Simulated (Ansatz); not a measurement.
Program: Ansatz 0.2.0.

Basis-set series for CH₅B₂FO, SMILES `BB(F)OC`. The species carries charge 0 and has multiplicity 1. The structure was optimised at the PBE0-D4/def2-TZVP level. It is one conformer, not always the lowest.

| functional | basis | functions | energy (Eh) | HOMO (eV) | LUMO (eV) |
| --- | --- | --- | --- | --- | --- |
| PBE0-D4 | def2-SVP | 95 | -265.43971 | -8.46 | -2.09 |
| PBE0-D4 | def2-QZVPP | 435 | -265.76478 | -8.57 | -2.20 |
| ωB97M-V | def2-SVP | 95 | -265.62832 | -10.76 | 0.01 |
| ωB97M-V | def2-QZVPP | 435 | -265.96307 | -10.89 | -0.24 |

(1) Give the rows for def2-TZVPP. (Estimate.)

Results:

(1) The calculation gave: 
```json
{"functional": "PBE0-D4", "basis": "def2-TZVPP", "functions": "225", "energy (Eh)": "-265.74987", "HOMO (eV)": "-8.55", "LUMO (eV)": "-2.18"}
{"functional": "ωB97M-V", "basis": "def2-TZVPP", "functions": "225", "energy (Eh)": "-265.94886", "HOMO (eV)": "-10.87", "LUMO (eV)": "-0.18"}
```
